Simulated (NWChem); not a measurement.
System: CH₄F₂OSi; SMILES OC[SiH](F)F

Here is an NWChem input.

```
start job
memory heap 200 mb stack 900 mb global 1100 mb
geometry units angstroms noautoz
  O      0.212979     2.186596     0.151827
  C     -0.538075     1.159791    -0.447761
  Si     0.012070    -0.452748     0.322674
  F     -0.993796    -1.608886    -0.196017
  F      1.484301    -0.850983    -0.207279
  H     -0.020696     3.025483    -0.257188
  H     -0.387069     1.087593    -1.544668
  H     -1.631514     1.268792    -0.289763
  H      0.031421    -0.458762     1.801626
end
basis spherical
  O library sto-3g
  C library sto-3g
  Si library sto-3g
  F library sto-3g
  H library sto-3g
end
dft
  xc xpbe96 cpbe96
  iterations 150
  mulliken
end
task dft energy
```

Structure relaxed at the PBE0/def2-SVP level.

What results follow from this input? (PBE/STO-3G.) Quantities: basis functions; energy (Ha); highest occupied level (eV); orbital gap (eV); dipole (D).


```json
{
 "number_of_basis_functions": "33",
 "energy (Ha)": "-596.65",
 "highest occupied level (eV)": "-2.09",
 "orbital gap (eV)": "8.24",
 "dipole (D)": "1.46"
}
```
